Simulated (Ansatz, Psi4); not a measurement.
## SiH2Br2 (dibromosilane): a line through the functionals

The species is SiH2Br2 (5 atoms), meant as a singlet with charge 0. As SMILES, `Br[SiH2]Br`. The shape is that of a PBE0-D4/def2-TZVP optimisation.

The vertical ionisation energy (to the doublet cation) y, in eV, basis def2-SVP; a is the functional's share of exact exchange. Programs: Ansatz 0.2.0, Psi4 1.11.

```
functional  program     a  y (eV)
       PBE   Ansatz     0   10.13
      BLYP   Ansatz     0    9.93
     TPSSh     Psi4   0.1   10.49
     B3LYP     Psi4   0.2       ?
      PBE0     Psi4  0.25   10.65
   r2SCAN0   Ansatz  0.25   10.85
     BHLYP     Psi4   0.5   10.94
```

Problem. Fit y = c + s·a to the known rows and predict B3LYP.

Solution. 
1. Means of the 6 rows: a = 0.1833, y = 10.498.
2. Σ(Δa)² = 0.18333, Σ(Δa·Δy) = 0.34583, so the slope is 0.34583/0.18333 = 1.8864.
3. Intercept: 10.498 − (1.8864) × 0.1833 = 10.152. The largest residual of the fit is 0.23.
4. B3LYP: 10.152 + (1.8864) × 0.2 = 10.53 eV.

The run gave 10.52 eV, so the prediction is off by +0.01 eV, within the largest residual. Spin-orbit coupling is left out.
